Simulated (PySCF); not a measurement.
## A ladder of Hamiltonians for Sb(41+) (antimony, charge +41)

Occupied: 1s1/2, 2s1/2, 2p1/2, 2p3/2. Hartree-Fock calculated with PySCF 2.14 in an uncontracted even-tempered set (17 s from 6.5 bohr⁻², ratio 2.7; 12 p from 7.8 bohr⁻², ratio 2.7), Gaussian nucleus throughout. NR is non-relativistic, sf-X2C the spin-free one-electron X2C Hamiltonian, X2C adds the bare one-electron spin-orbit term, X2C-SNSO screens it by Boettger's factors, DC is four-component Dirac-Coulomb, and the Gaunt and Breit terms are added at first order (total energies over the DC spinors, levels after relaxing the spinors in that mean field). QED terms are absent. Levels marked empty are virtual spinors of this ion.

```
   level (eV)        NR    sf-X2C       X2C  X2C-SNSO
        1s1/2  -32194.7  -33340.1  -33337.8  -33338.0
        2s1/2   -6953.8   -7268.7   -7268.2   -7268.2
        2p1/2   -6697.7   -6804.4   -6994.7   -6986.6
        2p3/2   -6697.7   -6804.4   -6718.9   -6722.1
3s1/2 (empty)   -2800.4   -2897.2   -2897.1   -2897.1
3p1/2 (empty)   -2718.0   -2760.1   -2808.5   -2806.5
3p3/2 (empty)   -2718.0   -2760.1   -2738.2   -2739.1
```

Q: Where do the four-component calculations put these levels?

A: 1s1/2: DC -33364.3, DC+Gaunt -33294.2, DC+Breit -33298.7; 2s1/2: DC -7271.4, DC+Gaunt -7264.4, DC+Breit -7264.8; 2p1/2: DC -6988.1, DC+Gaunt -6975.7, DC+Breit -6977.1; 2p3/2: DC -6724.4, DC+Gaunt -6715.7, DC+Breit -6717.0; 3s1/2 (empty): DC -2897.8, DC+Gaunt -2896.0, DC+Breit -2896.2; 3p1/2 (empty): DC -2806.9, DC+Gaunt -2803.7, DC+Breit -2804.2; 3p3/2 (empty): DC -2739.5, DC+Gaunt -2737.4, DC+Breit -2737.8 (eV).

```tsv
Hamiltonian	E (hartree)	E − E(DC) (hartree)	CPU seconds
NR	-4770.0694	151.0471	0.26
sf-X2C	-4918.2794	2.8371	0.14
X2C	-4919.7905	1.3260	0.18
X2C-SNSO	-4919.6705	1.4460	0.18
DC	-4921.1165	0.0000	7.5
DC+Gaunt	-4916.8785	4.2380	13
DC+Breit	-4917.2489	3.8676	36
```

Weight of the small component: 1s1/2 0.0352, 2s1/2 0.00779, 2p1/2 0.00772, 2p3/2 0.00739, 3s1/2 0.00299, 3p1/2 0.00293, 3p3/2 0.00286.

Koopmans' value for the highest occupied level at DC+Breit: 6717.0 eV, against an ionisation energy of 6714 ± 4 eV (theoretical estimate listed by NIST; NIST Atomic Spectra Database, ionization energies); the former lacks relaxation, correlation, QED and recoil.

The whole ladder took 59 s of wall time on 1 thread of Neoverse-V1 (shared host), launched as `OMP_NUM_THREADS=1 python relrun2.py TASK.json OUT` (a driver that calls PySCF for each Hamiltonian).
